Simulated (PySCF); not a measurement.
# Electron correlation in Au⁵⁹⁺ (gold, charge +59)

Starting occupation: [Ar] 3d2, 3d3/2 with m_j = +1/2, +3/2. All numbers are calculated (PySCF 2.14, X2C-1e with screened-nucleus spin-orbit coupling, Gaussian nucleus, in an uncontracted even-tempered set (15 s from 18 bohr⁻², ratio 2.8; 12 p from 24 bohr⁻², ratio 2.8; 8 d from 24 bohr⁻², ratio 2.8; 3 f from 74 bohr⁻², ratio 3)). Frozen: [Ne]; 10 electrons correlated; the 72 highest virtual spinors left out.

MP2 pair energies summed by pair of shells (mhartree):

| pair | energy | share (%) |
| --- | --- | --- |
| 3p3/2-3p3/2 | -182.61 | 38.9 |
| 3p1/2-3p3/2 | -89.98 | 19.1 |
| 3d3/2-3p3/2 | -68.08 | 14.5 |
| 3p3/2-3s1/2 | -33.09 | 7.0 |
| 3d3/2-3p1/2 | -32.02 | 6.8 |
| 3d3/2-3s1/2 | -16.57 | 3.5 |
| 3p1/2-3s1/2 | -16.21 | 3.5 |
| 3s1/2-3s1/2 | -11.61 | 2.5 |
| 3p1/2-3p1/2 | -10.97 | 2.3 |
| 3d3/2-3d3/2 | -8.72 | 1.9 |

Total MP2 correlation energy: -469.86 mhartree.

At this charge the one-electron X2C treatment keeps the bare 1/r₁₂, with no two-electron picture change or Breit term. The effect here is smaller than on the frozen 1s shell.
